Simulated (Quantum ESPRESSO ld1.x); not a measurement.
The thallium ion Tl4+, 77 electrons, occupied as [Xe] 4f14 5d9. Calculated with ld1.x of Quantum ESPRESSO 7.5: Dirac Kohn-Sham, PBEsol, spin-unpolarised, spherical densities, point nucleus; open shells are shared between the two j in proportion to 2j + 1.

Normalised radial functions P(r) = r R(r) (large component), r in bohr:

```
   r/bohr * 4f5/2, o 4f7/2, + 5p1/2 (the largest magnitude, 1.51, reaches the edge; | marks zero, & curves that meet)
 0.002902                             &+
 0.003839                             &+
 0.005121                             &+
 0.006775                             & +
 0.008965                             & +
  0.01186                             &  +
  0.01569                             &   +
  0.02077                             &    +
  0.02748                             &     +
  0.03665                             &     +
  0.04849                             |&  +
  0.06416                             + &
  0.08489                        +    |  &
   0.1123                     +       |     o*
   0.1486                      +      |          o*
   0.1966                             |+                &
   0.2623                             |         +             &
    0.347                             |          +               &
   0.4591                             |+                       &
   0.6075               +             |                  &
   0.8038       +                     |          *o
    1.063          +                  |    *o
    1.407                   +         | &
    1.877                         +   &
    2.483                            +&
    3.286                             &
    4.347                             &
```

4f5/2: eigenvalue -162.69 eV, 0 radial nodes, <r> = 0.464 bohr, 90 % of the charge inside 0.740 bohr. 4f7/2: eigenvalue -158.09 eV, 0 radial nodes, <r> = 0.471 bohr, 90 % of the charge inside 0.750 bohr. 5p1/2: eigenvalue -136.73 eV, 3 radial nodes at r = 0.0644, 0.191, 0.467 bohr, <r> = 0.936 bohr, 90 % of the charge inside 1.35 bohr.
